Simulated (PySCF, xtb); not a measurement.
H4O2SeSi, SMILES O[SiH](O)[SeH].

The structure is a stationary point at PBE-D3(BJ)/def2-SVP. The structure was generated by enumeration, and PubChem lists no compound with its InChIKey, so it may never have been made. The values are those of a single conformer.

These are PySCF with IEF-PCM-ωB97X/def2-SVP values and carry that method's errors.

The values are the electrostatic part of the solvation free energy, E(continuum) − E(gas) at the gas-phase geometry, in a cavity of scaled van der Waals radii (PySCF's table); cavitation and dispersion terms are not included. In vacuum the orbital gap is 11.80 eV. The dipole moment in vacuum is 2.25 D.

```json
[
 {"solvent": "water", "ε": "78.36", "ΔG(elec) (kcal/mol)": "-8.5", "dipole (D)": "2.86", "gap (eV)": "12.04"},
 {"solvent": "n-hexane", "ε": "1.88", "ΔG(elec) (kcal/mol)": "-2.9", "dipole (D)": "2.43", "gap (eV)": "11.89"},
 {"solvent": "acetone", "ε": "20.49", "ΔG(elec) (kcal/mol)": "-8.0", "dipole (D)": "2.81", "gap (eV)": "12.03"}
]
```

For comparison, GFN2-xTB/ALPB(water) (xtb, at the GFN2-xTB geometry, all terms of that model) gives -10.6 kcal/mol.
